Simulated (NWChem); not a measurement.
Molecule: C3H8N, doublet; SMILES C(C)([NH])C

```xyz
12

C      0.8040     1.1648     0.1061
C     -0.0989    -0.0115    -0.3279
C      0.4766    -1.3665     0.0955
N     -1.4517     0.1318     0.1494
H      1.8325     1.0397    -0.2885
H      0.8633     1.2119     1.2127
H      0.4099     2.1348    -0.2609
H     -0.1362     0.0185    -1.4525
H      1.4788    -1.5395    -0.3455
H      0.5683    -1.4134     1.2001
H     -0.1967    -2.1865    -0.2215
H     -1.7484     1.0909    -0.1322
```
Atoms are numbered in this order, from 1.

All runs: NWChem. Spin-unrestricted. Coordinates come from a PBE-D3(BJ)/def2-SVP, spin-unrestricted optimisation. Not confirmed as a minimum by frequencies. No stability test was run on the SCF state. Total energies compare along this basis series because the functional is fixed.

| level | basis functions | energy (Ha) | highest occupied level (eV) | lowest empty minus highest occupied level, either spin (eV) | dipole (D) | <S²> |
|---|---|---|---|---|---|---|
| UHF/def2-SVP | 96 | -172.5394 | -11.16 | 14.78 | 1.92 | 0.760 |
| UHF/def2-SVPD | 144 | -172.5487 | -11.25 | ___ | 1.94 | 0.762 |
| UHF/def2-TZVP | 172 | -172.7302 | -11.24 | 14.22 | 1.90 | 0.762 |
| UHF/def2-TZVPP | 236 | -172.7332 | -11.24 | 14.22 | 1.89 | 0.762 |

Problem. What belongs in the gaps?

Solution. 
- UHF/def2-SVPD, lowest empty minus highest occupied level, either spin (eV): 13.73
